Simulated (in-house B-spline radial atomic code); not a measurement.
**Ionising Sn⁶⁺ with different functionals**

Computed with a radial B-spline atomic code at the basis-set limit: four-component Dirac-Coulomb Hamiltonian, Fermi nucleus of rms radius 4.6519 fm, spin-restricted, spherical fractional occupations for the functionals, and exact exchange of hybrids averaged over the configuration. The ionisation energy is the difference of two self-consistent energies, [Kr] 4d8 → [Kr] 4d7, without Breit or QED terms; ε is the level of the shell that loses the electron (mean over j). The electron is taken from both j subshells in proportion to 2j + 1, so the result is a j average, not the step between ground levels.

```csv
method,rung,ΔSCF (eV),-ε(4d) (eV)
B3LYP,global hybrid,116.88,108.88
wB97X,range-separated hybrid,?,?
HSE06,range-separated hybrid,116.85,109.03
CAM-B3LYP,range-separated hybrid,?,?
```

(1) What does CAM-B3LYP give?

(2) What does wB97X give?

(3) Among the functionals, which spreads more, the ΔSCF values or the orbital energies?

(4) How do they compare with the NIST value?

## Answers

(1) ΔSCF 116.82 eV, and -ε(4d) = 110.85 eV.

(2) ΔSCF 116.62 eV, and -ε(4d) = 111.75 eV.

(3) The orbital energies: ΔSCF values span about 0.25 eV and the orbital energies 2.87 eV; here energy differences depend much less on the functional than eigenvalues do.

(4) NIST lists 113 eV ± 2 (tabulated theory, ground level to ground level). Errors run from +3.72 to +3.98 eV; all lie within about twice that uncertainty, so the table can't rank the methods.
